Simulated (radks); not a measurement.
Effect of the nuclear size on neutral ytterbium, [Xe] 4f14 6s2. Calculated with a radial shooting solver on a logarithmic mesh with Libxc functionals: Dirac Kohn-Sham, exchange-only LDA, spin-unpolarised, spherical densities, finite nucleus; Fermi nuclear charge, rms radius 5.3108 fm. The rms radius is varied about that value; shifts are against it.

| rms radius (fm) | total energy shift (eV) | density at nucleus (e/bohr^3) | 1s1/2 shift (meV) | 2s1/2 shift (meV) | 4p1/2 shift (meV) | 5s1/2 shift (meV) | 5p1/2 shift (meV) | 6s1/2 shift (meV) | 4f7/2 shift (meV) |
|---|---|---|---|---|---|---|---|---|---|
| 4.2911 | -13.9 | 1.092e+06 | -5670 | -771 | 0.148 | -5.95 | 0.531 | -0.211 | 0.949 |
| 4.9762 | -4.78 | 1.043e+06 | -1950 | -265 | 0.050 | -2.05 | 0.183 | -0.073 | 0.327 |
| 5.3108 | 0 | 1.022e+06 | 0.000 | 0.000 | 0.000 | 0.000 | 0.000 | 0.000 | 0.000 |
| 5.587 | 4.11 | 1.007e+06 | 1680 | 228 | -0.043 | 1.76 | -0.157 | 0.062 | -0.281 |
| 6.4526 | 17.9 | 9.629e+05 | 7320 | 994 | -0.181 | 7.67 | -0.684 | 0.271 | -1.22 |

Slopes of the eigenvalues against <r^2> in GHz/fm^2, as finite differences over the two radii next to the reference (eigenvalue slopes, not the field-shift constants of lines): 1s1/2 136000, 2s1/2 18500, 4p1/2 -3.48, 5s1/2 143, 5p1/2 -12.7, 6s1/2 5.05, 4f7/2 -22.8.
